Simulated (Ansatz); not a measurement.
Molecule: sum formula GaH₂Br (charge 0, singlet). SMILES: [GaH2][Br]
Geometry: optimised at B3LYP-D3(BJ)/def2-TZVP (Ansatz, an electronic-structure program).

Quantity: vertical electron affinity (to the doublet state of charge -1; a negative value means that the extra electron is unbound and the number depends on the basis; each state is the SCF solution reached for its spin), in eV. Cores are frozen in the correlated levels unless marked. Open shells are spin-unrestricted. No spin-orbit coupling. The frozen core is the preceding noble-gas configuration, with the filled d and f shells of earlier blocks. No relativistic terms. Anions need diffuse functions: aug- sets have them; def2-D sets add few. CBS marks a two-point X^-3 extrapolation of the correlation energy; Hartree-Fock from the larger set.

```csv
level,program,vertical electron affinity (eV)
HF/aug-cc-pVQZ,Ansatz,-0.19
SVWN5/def2-TZVPD,Ansatz,0.45
```

What does CCSD(T)/CBS(aug-cc-pVTZ,aug-cc-pVQZ) (Ansatz) give?

0.31 eV
